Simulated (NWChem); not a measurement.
C4H7N; SMILES N1(C=CC1)C

```xyz
12

C      0.0388     1.7398     0.2173
N      0.0274     0.4433    -0.4463
C      0.9895    -0.5435    -0.0808
C      0.1174    -1.5241     0.2168
C     -1.0242    -0.5608    -0.0547
H     -0.8100     2.3370    -0.1333
H      0.9580     2.2713    -0.0539
H     -0.0085     1.6740     1.3192
H      2.0685    -0.4192    -0.1270
H      0.1800    -2.5906     0.3842
H     -1.6025    -0.2441     0.8218
H     -1.7059    -0.8008    -0.8791
```
Atoms are numbered in this order, from 1.

Computed with NWChem. Medium grid unless said otherwise, to which SCAN and Minnesota functionals are sensitive. Coordinates come from a B3LYP/6-31G* (spherical d) optimisation.

For level B3LYP/def2-TZVP:

```yaml
highest occupied level (eV): -5.78
orbital gap (eV): 6.02
```

Problem. Estimate the same quantities for level r2SCAN/def2-TZVP.

Solution. The highest occupied level (eV) is -5.01 and the orbital gap (eV) is 4.77.
